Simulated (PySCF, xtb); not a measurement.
CH3FOTe, SMILES CO[Te]F.

GFN2-xTB (xtb) at its own geometry gives an orbital gap of 3.23 eV and a dipole moment of 3.09 D.

Geometry: B3LYP-D3(BJ)/def2-SVP. The def2 effective core potentials stand for the cores of Te; spin–orbit coupling is left out. One conformer was computed; it need not be the lowest.

**Question.** What does ωB97X/def2-TZVP run with PySCF give? (Estimate from the structure and the level; the computed values follow.)

**Answer.** gap 8.50 eV (levels -8.73 and -0.22 eV), dipole 2.52 D.
